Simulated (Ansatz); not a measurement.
Basis-set extrapolation for C2H7BFNSi (`NB(F)/C=C/[SiH3]`) (PBE0-D4/def2-TZVP geometry, frozen core, the Gaussian-basis code of Ansatz). Multiplicity 1, RHF reference.

```
                      def2-TZVPP   def2-QZVPP
                 HF  -547.538765  -547.559451
    MP2 correlation    -0.998510    -1.073931
CCSD(T) correlation    -1.087554      not run
```

Energies in hartree. Use E(X) = E(∞) + A·exp(−7.88·√X) for Hartree–Fock and E(X) = E(∞) + B·X^(−2.97) for correlation, with X = 3 and 4, and add CCSD(T) minus MP2 of the smaller set to the MP2 limit.

Problem. What is the CCSD(T) energy at the basis-set limit?

Solution. HF limit: -547.559451 + (-0.020686) × 0.13774 = -547.56230. MP2 limit: -1.073931 + (-0.075421) × 0.74074 = -1.12980. Higher-order term: -1.087554 − (-0.998510) = -0.08904. Total: -548.78114 hartree, 4.21 eV below CCSD(T)/def2-TZVPP.
